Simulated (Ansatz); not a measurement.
A nudged elastic band was laid between two geometries of C2H5Al2FGeO (12 atoms, charge 0, multiplicity 1).

The calculation used RHF/def2-SVP (Ansatz).

* movable images: 5
* climbing image: yes
* spring: 5.0 eV/Å²
* optimiser: quadratic models (default)
* start path: through a guess of the saddle point
* force threshold: 0.05 eV/Å
* iteration limit: 60
* end points: relaxed

Initial state:

```xyz
12
Properties=species:S:1:pos:R:3
O -1.875 -3.534 1.218
Al -0.770 -2.569 0.369
Al -1.053 0.020 0.339
F -2.507 0.636 0.871
C 0.290 1.298 -0.237
C 0.511 2.593 -0.425
Ge 2.089 1.646 -0.880
H -2.644 -3.299 1.707
H 0.383 -3.362 -0.360
H -0.080 3.494 -0.306
H 3.275 1.617 0.077
H 2.457 1.406 -2.339
```

Final state:

```xyz
12
Properties=species:S:1:pos:R:3
O -0.882 -3.050 2.327
Al -1.061 -2.041 1.032
Al -1.388 -0.101 -1.156
F -2.922 0.405 -0.733
C 0.131 1.009 -0.636
C 0.497 2.198 -0.181
Ge 2.061 1.173 -0.456
H -0.785 -3.606 3.074
H -1.282 -1.063 -2.399
H -0.027 3.103 0.105
H 2.779 0.526 0.727
H 2.957 1.391 -1.670
```

(1) What changes between the two ends?

(2) Give the energies along the band, and the barrier.

(3) What is the geometry of the highest image?

(4) What are the harmonic wavenumbers there?

Answers

(1) Bonds broken: Al2–H9. Bonds formed: Al3–H9.

(2) It converged. The highest image is number 3 of 0 to 6, 0.96 eV above the first end and 0.78 eV above the last; the last end lies 0.18 eV above the first. A vibrational analysis at the climbing image gives one clearly imaginary mode, 263i cm⁻¹: a first-order saddle point. The orbitals stay closed-shell, which can raise the energy where a bond breaks towards radicals; this wasn't checked here.

```json
{"image": "0", "path coordinate (Å)": "0.00", "energy (eV)": "0.00", "Al2–H9 (Å)": "1.58", "Al3–H9 (Å)": "3.74"}
{"image": "1", "path coordinate (Å)": "1.78", "energy (eV)": "0.00", "Al2–H9 (Å)": "1.58", "Al3–H9 (Å)": "3.72"}
{"image": "2", "path coordinate (Å)": "3.57", "energy (eV)": "0.11", "Al2–H9 (Å)": "1.58", "Al3–H9 (Å)": "3.46"}
{"image": "3", "path coordinate (Å)": "5.36", "energy (eV)": "0.96", "Al2–H9 (Å)": "1.72", "Al3–H9 (Å)": "2.10"}
{"image": "4", "path coordinate (Å)": "6.84", "energy (eV)": "0.29", "Al2–H9 (Å)": "3.05", "Al3–H9 (Å)": "1.59"}
{"image": "5", "path coordinate (Å)": "8.33", "energy (eV)": "0.21", "Al2–H9 (Å)": "3.52", "Al3–H9 (Å)": "1.58"}
{"image": "6", "path coordinate (Å)": "9.82", "energy (eV)": "0.18", "Al2–H9 (Å)": "3.57", "Al3–H9 (Å)": "1.58"}
```

(3) 
```xyz
12
Properties=species:S:1:pos:R:3:forces:R:3
O -1.039 -3.655 1.030 0.00 0.00 0.01
Al -1.183 -1.994 0.878 0.00 -0.01 0.00
Al -1.391 0.350 0.443 0.00 0.00 0.00
F -2.915 0.992 0.282 0.00 0.00 0.00
C 0.191 1.266 -0.188 0.01 0.01 -0.01
C 0.684 2.431 -0.575 0.00 -0.01 0.01
Ge 2.078 1.154 -0.642 0.00 0.00 0.00
H -0.942 -4.271 1.734 0.00 0.00 -0.01
H -1.348 -1.400 -0.722 0.00 0.00 -0.01
H 0.286 3.432 -0.696 0.00 0.00 0.00
H 3.137 1.098 0.454 0.00 0.00 0.00
H 2.520 0.542 -1.965 0.00 0.00 0.00
```

(4) 263i, 31, 41, 109, 131, 182, 218, 283, 312, 339, 397, 480, 517, 550, 609, 620, 667, 691, 796, 872, 888, 961, 967, 1140, 1559, 1710, 2263, 2287, 3341, 4283 cm⁻¹.

Run time: 8.6 min on 2 threads of Arm Neoverse V1, with other jobs on the host, peak memory 0.47 GiB.
